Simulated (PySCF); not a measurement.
From a computed spectrum to the compound

A species of 3 atoms with charge 1 has these harmonic modes (PBE0, small Gaussian bases with core potentials, PySCF 2.14.0):

| cm⁻¹ | km/mol | symmetry |
| --- | --- | --- |
| 52 | 3.7 | a1 |
| 257 | 21.6 | a1 |
| 269 | 78.1 | b2 |

(1) Which species is it, and in which structure?

Results:

(1) [LaBr2]+ (singlet):
```xyz
3

La    0.0000    0.0000   -0.8417
Br    2.1280    0.0000    0.7408
Br   -2.1280    0.0000    0.7408
```
Ideal gas at 298.15 K and 1 bar: S = 333.5 J/(mol K), Cp = 56.1 J/(mol K), H − H(0 K) = 14.6 kJ/mol (rigid rotor, harmonic modes, spin degeneracy alone; the modes under 60 cm⁻¹ make these uncertain). 
 Other answers can fit too; this one was computed.
